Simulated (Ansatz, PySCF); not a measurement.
Gas-phase reaction (SMILES): [OH][Al]([OH])[OH] + Cl (HCl) -> [OH][Al]([OH])[Cl] + O (H2O); hydrogen chloride cleaves one Al-O bond, a model of a ligand-exchange step.

Geometries: B3LYP-D3(BJ)/def2-TZVP minima from Ansatz (a first-principles code), one conformer each, not searched for the lowest. Valence correlation only, unless marked. Spin-orbit coupling is left out. Non-relativistic. CBS marks a two-point X^-3 extrapolation of the correlation energy; Hartree-Fock from the larger set (for Q and 5 zeta extrapolated as (X+1)exp(-9√X)). Thermal terms are rigid-rotor harmonic-oscillator values from B3LYP-D3(BJ) frequencies (Ansatz or PySCF) at 298.15 K and 1 atm. 1 Eh = 627.5095 kcal/mol.

```
species             E, CCSD(T)/CBS(cc-pV(Q+d)Z,cc-pV(5+d)Z) (Ansatz) (Eh)  E, r2SCAN-D4/def2-TZVPD (Ansatz + dftd4) (Eh)  H - E (Eh)
------------------  -----------------------------------------------------  ---------------------------------------------  ----------
[OH][Al]([OH])[OH]                                             -469.52289                                     -470.06718     0.04799
Cl (HCl)                                                       -460.37772                                     -460.78611     0.01000
[OH][Al]([OH])[Cl]                                             -853.53481                                     -854.44107     0.03568
O (H2O)                                                         -76.37670                                      -76.42298     0.02495
```

Problem. Work out ΔE and ΔH at 298.15 K at the first level, then ΔH at the second.

Solution. 
1. ΔE = [(-853.53481) + (-76.37670)] - [(-469.52289) + (-460.37772)] = -0.01090 Eh = -6.8 kcal/mol at CCSD(T)/CBS(cc-pV(Q+d)Z,cc-pV(5+d)Z).
2. The terms H - E add up to 0.00264 Eh, so ΔH = (-0.01090 + (0.00264))×627.5095 = -5.2 kcal/mol.
3. At r2SCAN-D4/def2-TZVPD the same steps give ΔE = -6.8 and ΔH = -5.1 kcal/mol, a shift of +0.1 from the first level.
4. These values are not checked against measurement here, since the tables used lack a sound gas-phase enthalpy of formation for at least one species.
